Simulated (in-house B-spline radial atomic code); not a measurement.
A fraction x of an electron is removed from 5p in Dy⁵⁺, starting from [Kr] 4d10 4f8 5s2 5p5 and keeping the highest spin. Method: scalar-relativistic (X2C) PBEsol, spin-polarised, spherical fractional occupations, Fermi nucleus of rms radius 5.2218 fm. Calculated with a B-spline radial code for spherical atoms.

| x | E(x) - E(0) (eV) | 5p down level (eV) |
| --- | --- | --- |
| 0 | 0.0000 | -82.690 |
| 0.07 | 5.8240 | -83.709 |
| 0.19 | 15.9741 | -85.460 |
| 0.29 | 24.5931 | -86.921 |
| 0.48 | 41.3723 | -89.704 |
| 0.5 | 43.1693 | -89.997 |
| 0.54 | 46.7810 | -90.584 |
| 0.71 | 62.3924 | -93.081 |
| 0.79 | 69.8859 | -94.257 |
| 0.92 | 82.2636 | -96.170 |
| 1 | 90.0044 | -97.348 |

The exact functional would give a straight line between the two integer points. Deviations E(x) - E(0) - x[E(1) - E(0)], in eV: -0.476 at x = 0.07, -1.127 at x = 0.19, -1.508 at x = 0.29, -1.83 at x = 0.48, -1.833 at x = 0.5, -1.821 at x = 0.54, -1.511 at x = 0.71, -1.218 at x = 0.79, -0.54 at x = 0.92.

The curve lies below the straight line by up to 1.833 eV (at x = 0.5): convex, the delocalisation error that favours fractional charges.

**Question.** How well does Slater's transition state (minus the level at half occupation) give the ionisation energy?

**Answer.** It gives 89.997 eV against 90.004 eV from the two total energies; NIST lists 93.00 eV, ground level to ground level.
